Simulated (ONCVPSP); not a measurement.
## Ge: one change to an ONCV potential, before and after

- Element: germanium (Ge)
- Generator: ONCVPSP 4.0.1
- Type: optimised norm-conserving Vanderbilt (ONCV)
- Functional: PW91
- Relativity: scalar-relativistic
- Frozen core: [Ar]
- Valence charge: 14
- Reference configuration: 3d10 4s2 4p2
- Partial waves: 4s: rc 1.80 bohr, ncon 4, nbas 8, qcut 3.9 1/bohr, 1 projector; 4p: rc 2.00 bohr, ncon 4, nbas 8, qcut 4.8 1/bohr, 3 projectors, debl 1.3 Ha; 3d: rc 0.95 bohr, ncon 4, nbas 8, qcut 15.8 1/bohr, local
- Local potential: the d channel
- Core correction: none

Change: p: nbas 7.

Cutoffs: the cutoffs (Ha) at which the residual kinetic energy of the hardest occupied pseudo-wave falls to 1 and 0.1 mHa per electron; they do not see the model core or the augmentation charge, which bear on the density cutoff. Errors are all-electron minus pseudo energies relative to the spin-unpolarised reference configuration.

Q: Predict the effect on cutoff, ghosts and configuration errors.

A: The potential gets neither clearly harder nor softer (106 Ha and 117 Ha → 106 Ha and 117 Ha); the bound ghosts move from p, s to s; the lowest positive-energy flag moves from none to p at 2.3 eV; the number of tests with a reliable result goes from 4 to 3; the errors of the 3 common tests hardly move.

```csv
quantity,base,changed
"cutoff, loose",106 Ha,106 Ha
"cutoff, tight",117 Ha,117 Ha
loose cutoff by channel,"s 8.3 Ha, p 6.8 Ha, d 106 Ha","s 8.3 Ha, p 7.0 Ha, d 106 Ha"
bound ghosts,"s, p",s
GHOST(+) flags under 300 eV,none,p at 2.3 eV
tests with a reliable result,4 of 4,3 of 4
"error for 3d10 4s2 4p1, meV [ΔE 7.50 eV]",-0.5,-0.5
"error for 3d10 4s2 4p0, meV [ΔE 23.03 eV]",+2.9,+3.1
"error for 3d10 4s2 4p1.5, meV [ΔE 2.83 eV]",-0.3,-0.3
s: phases at 1.83 bohr within 0.05 rad from the reference energy up to (Ha; the scan ends near 5),1.0,1.0
p: phases at 2.03 bohr within 0.05 rad from the reference energy up to (Ha; the scan ends near 5),to the end of the scan,to the end of the scan
d: phases at 0.96 bohr within 0.05 rad from the reference energy up to (Ha; the scan ends near 5),2.3,2.3
```

 A true bound ghost makes a file unfit for plane-wave use even where its test errors are small: the radial tests pick states by their node count and pass the ghost by.
